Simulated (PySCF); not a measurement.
C6H10Si2, SMILES [SiH3]c1cccc([SiH3])c1, GFN2-xTB optimised geometry.

```
18

Si    -2.20     1.97    -0.02
C     -1.27     0.33    -0.01
C     -1.97    -0.88    -0.01
C     -1.30    -2.09    -0.01
C      0.08    -2.11    -0.01
C      0.82    -0.93     0.00
Si     2.70    -0.93     0.00
C      0.12     0.27     0.00
H     -2.89     2.13    -1.30
H     -3.19     1.97     1.06
H     -1.24     3.06     0.17
H     -3.05    -0.87    -0.02
H     -1.85    -3.02    -0.02
H      0.60    -3.06    -0.01
H      3.18    -2.30     0.15
H      3.19    -0.37    -1.26
H      3.19    -0.11     1.11
H      0.67     1.20     0.01
```

Density from CAM-B3LYP/def2-SVP in PySCF at that geometry.

Minimum of the electron density along straight lines between bonded atoms, close to the bond critical point (lines longer than 1.1 times the sum of covalent radii, or with two minima, are not listed):

```csv
bond,length / Å,ρ at the minimum / e bohr⁻³,∇²ρ there / e bohr⁻⁵,position (fraction from the first atom)
Si1–C2,1.886,0.114,0.34,0.38
C2–C3,1.393,0.309,-0.78,0.50
C3–C4,1.383,0.316,-0.83,0.50
C4–C5,1.384,0.315,-0.83,0.50
C5–C6,1.391,0.309,-0.78,0.51
C6–Si7,1.886,0.114,0.34,0.62
C2–C8,1.390,0.310,-0.79,0.50
C6–C8,1.391,0.309,-0.79,0.50
Si1–H9,1.466,0.117,0.33,0.49
Si1–H10,1.466,0.117,0.34,0.49
Si1–H11,1.464,0.117,0.33,0.49
C3–H12,1.082,0.284,-1.09,0.63
C4–H13,1.081,0.283,-1.09,0.63
C5–H14,1.081,0.284,-1.09,0.63
Si7–H15,1.464,0.117,0.33,0.49
Si7–H16,1.466,0.117,0.33,0.49
Si7–H17,1.466,0.117,0.34,0.49
C8–H18,1.082,0.284,-1.08,0.63
```
